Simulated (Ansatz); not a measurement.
Frontier orbitals of B2FH6NSi, SMILES `BN(B)[SiH2]F`.

Cartesian coordinates in Å:
```
B -0.950 -0.732 -1.042
N -0.008 0.033 -0.284
B 1.054 0.739 -0.933
Si -0.110 0.041 1.461
F 0.741 -1.179 2.038
H -0.868 -0.747 -2.233
H -1.803 -1.346 -0.468
H 1.852 1.337 -0.268
H 1.127 0.720 -2.124
H 0.481 1.290 1.982
H -1.515 -0.155 1.872
```

The species carries charge 0 and has multiplicity 1. The geometry is a stationary point of PBE0-D4/def2-TZVP. It is one conformer, not always the lowest. Basis def2-TZVPP, the Gaussian-basis code of Ansatz.

| functional | HOMO (eV) | LUMO (eV) | gap (eV) |
| --- | --- | --- | --- |
| PBE | -7.77 | -2.70 | 5.07 |
| revPBE | -7.75 | -2.57 | 5.18 |
| B97M-V | -8.19 | -2.41 | 5.78 |
| PBE0 | -9.19 | -1.66 | 7.53 |
| r2SCAN0 | -9.41 | -1.42 | 7.99 |
| BHLYP | -10.59 | -0.55 | 10.04 |
| LC-ωPBE | -12.05 | 0.65 | 12.70 |
| ωB97M-V | -11.50 | 0.29 | 11.79 |
| HF | -12.74 | 1.96 | 14.70 |

Against PBE, PBE0 changes HOMO and LUMO by −1.42 and +1.04 eV, ωB97M-V by −3.73 and +2.99 eV. A gap of 5.07 eV thus becomes 11.79 eV for the same molecule, so an orbital gap means little without its functional. A positive LUMO is unbound and depends on the basis.

LC-ωPBE has ω = 0.4 bohr⁻¹.
